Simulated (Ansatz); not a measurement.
One arrangement of a pair

The pair of Li⁺ (SMILES [Li+], atom 1) and CH₅N (SMILES CN, atoms 2–8), both closed shells, in one local arrangement (a lower one may exist), relaxed at PBE0-D4/def2-TZVP:

Li1  (-0.616, 0.593, -2.164)
C2  (-0.102, 0.120, -0.186)
N3  (0.233, -0.182, 1.162)
H4  (0.326, -0.582, -0.950)
H5  (0.257, 1.143, -0.404)
H6  (-1.204, 0.111, -0.272)
H7  (1.225, -0.126, 1.347)
H8  (-0.120, -1.077, 1.468)
(Å)

Program: Ansatz 0.2.0. Basis: def2-TZVPPD, with def2-QZVPPD for the basis limit. Cores are frozen in the correlated methods. The outer core shell of Li, Na, Mg and K is correlated. B3LYP uses VWN-RPA correlation. Extrapolation: Hartree–Fock as exp(−7.88 √X), correlation as X^−2.97. Interaction energies count from these two fragments, frozen as in the pair, with the counterpoise correction; negative means bound.

Task: What is the interaction energy by CCSD(T) at an estimated basis limit (MP2 extrapolated from triple and quadruple zeta, plus CCSD(T) − MP2 in triple zeta)? (To be estimated.)

Result: By the calculation: -51.7 kJ/mol. Hartree–Fock alone gives -47.5 kJ/mol at the basis limit. It counts from the two fragments frozen as in the pair.

The same quantity by other methods in triple zeta, and each one's difference from that estimate:
| method | E_int (kJ/mol) | difference |
| --- | --- | --- |
| PBE-D4 | -62.6 | -11.0 |
| revPBE-D4 | -59.2 | -7.5 |
| BLYP-D4 | -60.4 | -8.8 |
| r2SCAN-D4 | -54.3 | -2.6 |
| B97M-V | -55.0 | -3.4 |
| PBE0-D4 | -59.9 | -8.2 |
| B3LYP-D4 | -59.3 | -7.6 |
| HSE06-D4 | -60.0 | -8.3 |
| wB97X-V | -54.5 | -2.8 |
| wB97M-V | -55.4 | -3.7 |
| B2PLYP | -55.5 | -3.8 |
| HF | -46.2 | 5.4 |
| MP2 | -48.9 | 2.8 |
| CCSD | -48.5 | 3.1 |
| CCSD(T) | -49.1 | 2.6 |
Differences are method less estimate.

Task: Which atoms make the shortest contact between the fragments?

Result: Li1 and H4, 1.93 Å apart.

Energy to bend the free fragments (PBE0-D4 minima) into their shapes in the pair, CCSD(T)/def2-TZVPPD: CH₅N 6.3 kJ/mol. This must be added to the interaction energy to get the binding energy from relaxed fragments.

Basis-set superposition shift (counterpoise-corrected less uncorrected): CCSD(T) 1.2; MP2 1.1; HF 0.1; PBE0-D4 0.2; wB97M-V 0.3 kJ/mol.

No T1 diagnostic of these runs exceeds 0.009.

For scale, one of the runs: CCSD(T)/def2-TZVPPD, 181 basis functions, launched by `ansatz run in.yaml --threads 2 --pin off --events-out ev --progress --plain --max-ram 5222MiB`. The run took 22 s on 2 CPU threads of an Intel Xeon Platinum 8375C (shared host), with 1.8 GiB of host memory at its peak.
